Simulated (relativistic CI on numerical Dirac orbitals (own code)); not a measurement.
**d7 in a ligand field**

Computed with a parametric ligand-field model of a d^n configuration (Racah B and C, spin-orbit zeta, crystal field), exact diagonalisation.

Field parameters in Wybourne normalisation: Td as Oh with Dq negative (B⁴₀ = 21Dq, B⁴₄ = √(5/14) B⁴₀). The field is a parameter set, without covalency.

B = 670 cm⁻¹, C = 2960 cm⁻¹ (C/B = 4.42), Td, no spin-orbit coupling. Tanabe-Sugano data, E/B above the lowest term (Δ = |10Dq|; b, c mark the second and third term of a kind):

```
 Δ/B   4A2    4T2    4T1  4T1(b)     2E    2T1
 1.0  0.00   1.00   1.79   16.21  18.16  18.22
 2.8  0.00   2.81   4.96   18.46  18.96  19.37
 4.6  0.00   4.60   8.00   20.79  19.35  20.01
 6.4  0.00   6.40  10.97   23.24  19.61  20.40
 8.2  0.00   8.19  13.78   25.80  19.79  20.66
10.0  0.00  10.00  16.48   28.52  19.94  20.85
11.8  0.00  11.81  19.05   31.37  20.07  20.99
13.6  0.00  13.60  21.47   34.32  20.17  21.11
15.4  0.00  15.40  23.80   37.41  20.27  21.20
17.2  0.00  17.19  26.03   40.56  20.35  21.28
19.0  0.00  19.00  28.19   43.81  20.42  21.35
20.8  0.00  20.81  30.29   47.13  20.49  21.41
```

The ground term stays 4A2.
